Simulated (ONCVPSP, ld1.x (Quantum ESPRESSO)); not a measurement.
**Potentials for gallium compared**

Generated with ld1.x 7.5 (TM, RRKJ, ultrasoft, PAW), atompaw 4.2 or ONCVPSP 4.0.1. The cutoff is in Ry: for ld1.x and atompaw files where the sum of valence levels is converged to 10 mRy in a Bessel basis, for ONCV files where the hardest occupied wave has 1 mHa per electron of residual kinetic energy. The error is the largest all-electron minus pseudo excitation energy over each file’s own four to seven test configurations (ionisations up to +4, promotions, holes and added fractions of an electron), all of which were solved. The labels leave out finer settings (local radius, basis sizes, second energies), which also bear on the numbers. Spin-polarised tests are not counted. The rows are a selection from randomly drawn settings: files with unsolved tests, undetermined cutoffs or missed reference levels are left out.

A true bound ghost makes a file unfit for plane-wave use even where its test errors are small: the radial tests pick states by their node count and pass the ghost by.

```csv
potential,cutoff (Ry),largest error (meV),bound ghosts
"ONCV, revPBE, scalar-relativistic, rc 1.55/1.40/1.15 (spd), local smoothed, core correction no, reference 3d10 4s2, qcut 4.8/6.1/14, projectors 1/3/2",153,+89,p
"ONCV, PBE, scalar-relativistic, rc 1.85/1.75/1.10 (spd), local smoothed, core correction no, reference 3d10 4s2, qcut 3.2/4.7/14.7, projectors 2/3/2",167,+73,p
"ONCV, PBE, scalar-relativistic, rc 1.00/1.30/0.90/1.35 (spdf), local smoothed, core correction yes, reference 3s2 3p6 3d10 4s1 4p2, qcut 13.5/12.8/17.4/9.5, projectors 2/2/1/2",253,-15,none
"TM, LDA (PZ), scalar-relativistic, rc 1.70/2.40 (sp), local smoothed, core correction no, reference 4s2 4p0.5",15,+121,none
"ONCV, PBEsol, fully relativistic, rc 1.00/0.80/1.25 (spd), local smoothed, core correction yes, reference 3s2 3p6 3d10 4s2, qcut 12.3/15.4/11, projectors 2/2/2",125,-405,none
```

(1) Fill in the row for Ga: ONCV, PBE, scalar-relativistic, rc 1.45/1.45/1.00 (spd), local d, core correction yes, reference 3d10 4s1.5, qcut 3.9/6.4/17.6, projectors 2/3/0.

## Answers

(1) cutoff 224 Ry, largest error -351 meV, bound ghosts: s, p.
